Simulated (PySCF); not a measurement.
Compound: C3H8BNSi.
Bonds: C1–C2, C2–C3 (triple), C3–B4, B4–Si5, Si5–N6. Hydrogens: H7, H8, H9 on C1; H10 on B4; H11, H12 on Si5; H13, H14 on N6.

Method: PBE0-D3(BJ)/def2-SVP geometry optimisation, gas phase in PySCF; density fitting, grid level 1; the optimiser is geomeTRIC in internal coordinates, started from a GFN2-xTB structure with every atom displaced at random (about 0.01 Å).

The end geometry, which sets the zero of energy:
```
atom  x, y, z in Å
C1     -3.5568    0.3734   -0.1652
C2     -2.1318    0.6216   -0.2150
C3     -0.9278    0.8472   -0.2634
B4      0.5512    1.0737   -0.3095
Si5     1.8412   -0.3624    0.2708
N6      3.4034   -0.0645   -0.4354
H7     -4.0462    1.0848    0.5194
H8     -4.0049    0.5236   -1.1607
H9     -3.7919   -0.6489    0.1697
H10     0.9692    2.1606   -0.6487
H11     1.8007   -0.3689    1.7839
H12     1.4110   -1.7384   -0.1368
H13     3.7502    0.8885   -0.4414
H14     4.1635   -0.7148   -0.2684
```

**Question.** These geometries come from the run, each turned onto the end geometry. Order them by energy, lowest first.
A.
```
atom  x, y, z in Å
C1     -3.5346    0.4808    0.0685
C2     -2.1246    0.6380   -0.2179
C3     -0.9347    0.7687   -0.4834
B4      0.5333    0.8892   -0.7426
Si5     1.8320   -0.4415    0.0399
N6      3.4555    0.1855    0.0127
H7     -3.9296    1.3877    0.5535
H8     -4.1024    0.3407   -0.8654
H9     -3.7323   -0.3769    0.7304
H10     0.9597    1.7345   -1.5010
H11     1.3714   -0.9824    1.3689
H12     1.7809   -1.6206   -0.8961
H13     3.6290    1.1066    0.3990
H14     4.2273   -0.4350    0.2328
```
B.
```
atom  x, y, z in Å
C1     -3.4739    0.5938    0.1778
C2     -2.0882    0.6270   -0.2379
C3     -0.9168    0.6661   -0.5977
B4      0.5258    0.6761   -0.9951
Si5     1.8773   -0.5648   -0.1433
N6      3.3075    0.3491    0.2688
H7     -3.7781    1.5808    0.5627
H8     -4.1277    0.3685   -0.6802
H9     -3.6577   -0.1564    0.9621
H10     0.8906    1.4172   -1.8787
H11     1.2795   -1.3457    0.9984
H12     2.2941   -1.5901   -1.1577
H13     3.1866    1.2090    0.7933
H14     4.1119   -0.1553    0.6268
```
C.
```
atom  x, y, z in Å
C1     -3.4107    0.5966    0.1838
C2     -2.0584    0.6221   -0.2484
C3     -0.9159    0.6290   -0.6153
B4      0.5653    0.6423   -1.0284
Si5     1.8300   -0.5906   -0.2129
N6      3.2010    0.3647    0.2909
H7     -3.6957    1.6070    0.5545
H8     -4.0617    0.3909   -0.6718
H9     -3.5950   -0.1106    0.9871
H10     0.8459    1.3954   -1.8535
H11     1.3036   -1.4151    0.9249
H12     2.4404   -1.5719   -1.1118
H13     3.0130    1.2318    0.7789
H14     3.9691   -0.1161    0.7214
```
D.
```
atom  x, y, z in Å
C1     -3.5213    0.4166    0.0111
C2     -2.1086    0.6291   -0.2203
C3     -0.9156    0.8253   -0.4224
B4      0.5549    1.0120   -0.6407
Si5     1.8082   -0.3997    0.0800
N6      3.4706    0.0639   -0.1222
H7     -3.9412    1.2509    0.5960
H8     -4.0662    0.3859   -0.9461
H9     -3.7190   -0.5204    0.5547
H10     0.9368    1.9904   -1.2465
H11     1.3929   -0.7255    1.4933
H12     1.5909   -1.6654   -0.7003
H13     3.7443    1.0047    0.1394
H14     4.2042   -0.5925    0.1232
```
E.
```
atom  x, y, z in Å
C1     -3.5321    0.3551   -0.1272
C2     -2.1123    0.6232   -0.2156
C3     -0.9147    0.8727   -0.2922
B4      0.5625    1.1199   -0.3756
Si5     1.8176   -0.3393    0.2224
N6      3.4310   -0.0769   -0.3700
H7     -4.0154    1.0781    0.5499
H8     -4.0066    0.4705   -1.1150
H9     -3.7433   -0.6604    0.2420
H10     0.9312    2.2064   -0.7644
H11     1.6818   -0.4021    1.7278
H12     1.3648   -1.6794   -0.2709
H13     3.8083    0.8638   -0.3350
H14     4.1584   -0.7562   -0.1768
```

**Answer.** E (0.005 eV), D (0.016 eV), A (0.033 eV), B (0.057 eV), C (0.325 eV).

In the order of the answer:

| step | E above end (eV) | largest force (eV/Å) | rms force component (eV/Å) | rms distance from end (Å) | rms bond change (Å) | bond most changed (Å) |
| --- | --- | --- | --- | --- | --- | --- |
| 12 | 0.005 | 0.14 | 0.031 | 0.092 | 0.001 | C3–B4 +0.003 |
| 10 | 0.016 | 0.10 | 0.024 | 0.402 | 0.002 | Si5–H11 -0.005 |
| 8 | 0.033 | 0.11 | 0.037 | 0.584 | 0.003 | Si5–H12 +0.008 |
| 4 | 0.057 | 0.13 | 0.029 | 0.931 | 0.004 | B4–Si5 +0.007 |
| 0 | 0.325 | 3.80 | 0.894 | 0.981 | 0.032 | B4–Si5 -0.070 |

What follows is the cost of the whole optimisation. The run took 91 s on one thread of an Arm Neoverse V1, shared host, and the process peaked at 0.52 GiB of memory.
